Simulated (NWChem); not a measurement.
All runs are NWChem calculations. System: Cl2Mg, charge 0, spin multiplicity 1, at a geometry optimised with PBE0/def2-SVP. The structure started from a generated list of species. Level: CIS/aug-cc-pVDZ.

Part of the output:

```
             Northwest Computational Chemistry Package (NWChem) 7.3.0
             --------------------------------------------------------

                                NWChem Input Module
                                -------------------

 Scaling coordinates for geometry "geometry" by  1.889725989
 (inverse scale =  0.529177249)

 Turning off AUTOSYM since
 SYMMETRY directive was detected!

                             Geometry "geometry" -> ""
                             -------------------------

 Output coordinates in angstroms (scale by  1.889725989 to convert to a.u.)

  No.       Tag          Charge          X              Y              Z
 ---- ---------------- ---------- -------------- -------------- --------------
    1 Mg                  12.0000     0.00000000     0.00000000     0.00000000
    2 Cl                  17.0000     0.00000000     0.00000000    -2.19297900
    3 Cl                  17.0000     0.00000000     0.00000000     2.19297900

 Effective nuclear repulsion energy (a.u.)     133.3211262271

            Nuclear Dipole moment (a.u.)
            ----------------------------
        X                 Y               Z
 ---------------- ---------------- ----------------
     0.0000000000     0.0000000000     0.0000000000

      Symmetry information
      --------------------

 Group name             D2h
 Group number             26
 Group order               8
 No. of unique centers     2

      Symmetry unique atoms

     1    2


 Summary of "ao basis" -> "" (spherical)
 ------------------------------------------------------------------------------
       Tag                 Description            Shells   Functions and Types
 ---------------- ------------------------------  ------  ---------------------
 *                        aug-cc-pvdz                 on all atoms

  xc_inp: hfexch multiplicative factor not found.

                                 NWChem DFT Module
                                 -----------------

 Summary of "ao basis" -> "ao basis" (spherical)
 ------------------------------------------------------------------------------
       Tag                 Description            Shells   Functions and Types
 ---------------- ------------------------------  ------  ---------------------
 Mg                       aug-cc-pvdz               11       27   5s4p2d
 Cl                       aug-cc-pvdz               11       27   5s4p2d

 Summary of "ao basis" -> "ao basis" (spherical)
[...]
     Transition Moments   YY  0.00000  YZ  0.00000  ZZ -0.00000
     Dipole Oscillator Strength                    0.0000000000
     Electric Quadrupole                           0.0000000000
     Magnetic Dipole                               0.0000000000
     Total Oscillator Strength                     0.0000000000

          sigma_e =   2.6556 Angstrom
          sigma_h =   2.4053 Angstrom
         |d_h->e| =   0.0000 Angstrom
            d_exc =   3.2882 Angstrom
            d_CD1 =   0.2503 Angstrom
            d_CD2 =  -2.5305 Angstrom
            d_CD3 =   3.2882 Angstrom
     Pearson C.C. =   0.1585

     Occ.   20  b2u ---  Virt.   36  b3g      0.06053
     Occ.   20  b2u ---  Virt.   42  b3g     -0.14084
     Occ.   21  b3u ---  Virt.   35  b2g     -0.06053
     Occ.   21  b3u ---  Virt.   41  b2g     -0.14084
     Occ.   22  b3g ---  Virt.   26  b2u      0.35968
     Occ.   22  b3g ---  Virt.   30  b2u      0.57367
     Occ.   22  b3g ---  Virt.   43  b2u     -0.11777
     Occ.   23  b2g ---  Virt.   25  b3u     -0.35968
     Occ.   23  b2g ---  Virt.   29  b3u     -0.57367
     Occ.   23  b2g ---  Virt.   44  b3u      0.11777
  ----------------------------------------------------------------------------
  Root   7 singlet au             0.319274550 a.u.                8.6879 eV
  ----------------------------------------------------------------------------
     Transition Moments    X  0.00000   Y  0.00000   Z -0.00000
     Transition Moments   XX -0.00000  XY  0.00000  XZ  0.00000
     Transition Moments   YY -0.00000  YZ  0.00000  ZZ -0.00000
     Dipole Oscillator Strength                    0.0000000000
     Electric Quadrupole                           0.0000000000
     Magnetic Dipole                               0.0000000000
     Total Oscillator Strength                     0.0000000000

          sigma_e =   2.6556 Angstrom
          sigma_h =   2.4053 Angstrom
         |d_h->e| =   0.0000 Angstrom
            d_exc =   3.2882 Angstrom
            d_CD1 =   0.2503 Angstrom
            d_CD2 =  -2.5305 Angstrom
            d_CD3 =   3.2882 Angstrom
     Pearson C.C. =   0.1585

     Occ.   20  b2u ---  Virt.   35  b2g      0.06053
     Occ.   20  b2u ---  Virt.   41  b2g      0.14084
     Occ.   21  b3u ---  Virt.   36  b3g      0.06053
     Occ.   21  b3u ---  Virt.   42  b3g     -0.14084
     Occ.   22  b3g ---  Virt.   25  b3u      0.35968
     Occ.   22  b3g ---  Virt.   29  b3u      0.57367
     Occ.   22  b3g ---  Virt.   44  b3u     -0.11777
     Occ.   23  b2g ---  Virt.   26  b2u      0.35968
     Occ.   23  b2g ---  Virt.   30  b2u      0.57367
     Occ.   23  b2g ---  Virt.   43  b2u     -0.11777
  ----------------------------------------------------------------------------
  Root   8 singlet au             0.321154063 a.u.                8.7391 eV
  ----------------------------------------------------------------------------
     Transition Moments    X -0.00000   Y -0.00000   Z -0.00000
     Transition Moments   XX  0.00000  XY -0.00000  XZ -0.00000
     Transition Moments   YY  0.00000  YZ -0.00000  ZZ  0.00000
     Dipole Oscillator Strength                    0.0000000000
     Electric Quadrupole                           0.0000000000
     Magnetic Dipole                               0.0000000000
     Total Oscillator Strength                     0.0000000000

          sigma_e =   2.6573 Angstrom
          sigma_h =   2.4059 Angstrom
         |d_h->e| =   0.0000 Angstrom
            d_exc =   3.2955 Angstrom
            d_CD1 =   0.2514 Angstrom
            d_CD2 =  -2.5316 Angstrom
            d_CD3 =   3.2955 Angstrom
     Pearson C.C. =   0.1556

     Occ.   20  b2u ---  Virt.   35  b2g      0.06230
     Occ.   20  b2u ---  Virt.   41  b2g      0.14048
     Occ.   21  b3u ---  Virt.   36  b3g     -0.06230
     Occ.   21  b3u ---  Virt.   42  b3g      0.14048
     Occ.   22  b3g ---  Virt.   25  b3u      0.36093
     Occ.   22  b3g ---  Virt.   29  b3u      0.57212
     Occ.   22  b3g ---  Virt.   44  b3u     -0.12150
     Occ.   23  b2g ---  Virt.   26  b2u     -0.36093
     Occ.   23  b2g ---  Virt.   30  b2u     -0.57212
     Occ.   23  b2g ---  Virt.   43  b2u      0.12150

              Target root =      1
          Target symmetry = none
      Ground state energy =  -1118.792766091394
        Excitation energy =      0.261471825536
     Excited state energy =  -1118.531294265858

  stored tddft:energy   -1118.5312942658584

 Task  times  cpu:      205.2s     wall:      205.2s

 Total times  cpu:      205.3s     wall:      205.3s
```

Q: Write an NWChem input that would produce this output.

A: Several could match; the one computed here: 
```
start mol
memory heap 200 mb stack 900 mb global 1100 mb
geometry units angstroms nocenter noautoz
  Mg     0.000000     0.000000     0.000000
  Cl     0.000000     0.000000    -2.192979
  Cl     0.000000     0.000000     2.192979
  symmetry group D2h
end
basis spherical
  * library aug-cc-pvdz
end
dft
  xc hfexch
  semidirect memsize 60000000 filesize 0
  iterations 100
end
tddft
  cis
  nroots 8
  notriplet
  thresh 1e-4
end
task tddft energy
```
